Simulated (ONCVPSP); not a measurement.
# Cutoff test, Pd, ONCV

ONCVPSP 4.0.1 input, shortened (lines: element, Z, core and valence counts, functional; n l f; lmax; l rc ep ncon nbas qcut; lloc lpopt rc5 dvloc0; l nproj debl; icmod fcfact rcfact), PBE, scalar-relativistic:

```
  Pd 46.00    6    3        4      upf
    1    0    2.00
    2    0    2.00
    2    1    6.00
    3    0    2.00
    3    1    6.00
    3    2   10.00
    4    0    2.00
    4    1    6.00
    4    2   10.00
    2
    0    1.25    0.00    3    7    7.70
    1    1.65    0.00    3    8    7.70
    2    1.80    0.00    4    9   10.10
    4    1    1.00    1.00
    0    2    1.00
    1    2    3.70
    2    2    3.00
    2    0.15    0.95
```

In the s channel the program set the typed energies aside and used -3.136, 0.250 Ha.

Task: For each optimised wave give the share of its norm inside rc, the residual kinetic energy above qcut (Ha) and the cutoffs (Ha) for errors of 10, 1, 0.1 and 0.01 mHa per electron.

Result:

| wave | norm inside rc | residual KE | 10 mHa | 1 mHa | 0.1 mHa | 0.01 mHa |
| --- | --- | --- | --- | --- | --- | --- |
| 4s | 0.834 | 2.3e-04 | 21.0 | 26.2 | 57.3 | 134.5 |
| s projector 2 | 0.067 | 1.6e-04 | 18.8 | 25.4 | 31.5 | 75.4 |
| 4p | 0.930 | 7.5e-08 | 14.2 | 18.2 | 21.6 | 24.4 |
| p projector 2 | 0.103 | 1.5e-06 | 12.5 | 16.4 | 19.3 | 22.3 |
| 4d | 0.698 | 3.8e-08 | 22.3 | 29.0 | 34.6 | 39.5 |
| d projector 2 | 0.147 | 2.0e-08 | 23.3 | 30.5 | 36.7 | 41.5 |

The occupied waves need 29 Ha and 57 Ha for 1 and 0.1 mHa. 1 of 4 tests not solved or not reliable.
